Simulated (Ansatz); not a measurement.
Two isomers of CH9NOSi2: A = `N[SiH2]OC[SiH3]`, B = `NC([SiH3])[SiH2]O`.

Calculated with Ansatz (gas phase, PBE0-D4/def2-TZVP geometries, no zero-point term in ΔE). CCSD(T)/CBS is the MP2 limit (def2-TZVPP, def2-QZVPP) plus CCSD(T) − MP2 in def2-TZVPP, frozen cores. DFT in def2-TZVPP. B3LYP here is the variant with VWN-RPA as its local correlation; programs differ in this. Each species was taken in one conformer, which may not be the lowest.

(1) Which is lower in electronic energy at CCSD(T)/CBS, and by how much? (Estimate.)

(2) Give E(B) − E(A) in kcal/mol with PBE0-D4, B3LYP, MP2/def2-TZVPP, CCSD(T)/def2-TZVPP, r2SCAN-D4, CCSD/def2-TZVPP, HF/def2-TZVPP. (Estimate.)

Largest T1 diagnostic: 0.011.

## Answers

(1) The calculation gave: A, by 11.4 kcal/mol.

(2) The calculation gave: PBE0-D4 10.2, B3LYP 14.2, MP2/def2-TZVPP 11.2, CCSD(T)/def2-TZVPP 11.7, r2SCAN-D4 11.5, CCSD/def2-TZVPP 12.4, HF/def2-TZVPP 17.3. None reverses the order clearly.

The D4 term adds −1.5 kcal/mol with B3LYP and −0.8 kcal/mol with PBE0; it sums over pairs of atoms, weighted by their polarisabilities, and B3LYP, whose exchange is more repulsive, gets the larger term. In def2-TZVPP, CCSD(T) changes the Hartree–Fock value by −5.6 kcal/mol (the triples alone add −0.7 kcal/mol) and MP2 by −6.1 kcal/mol.
